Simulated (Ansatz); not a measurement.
FGaH2OS (`[OH][Ga]([F])[SH]`), charge 0, multiplicity 1.

Question: Give a relaxed structure at PBE0-D4/def2-TZVP (Ansatz). (Estimate.)

Answer: Computed: 
Z-matrix (Å, degrees):
```
Ga
F 1 1.744
S 1 2.179 2 118.2
O 1 1.767 2 114.7 3 179.8
H 3 1.345 1 91.7 2 -0.3
H 4 0.960 1 114.3 2 179.9
```
Point group Cs.
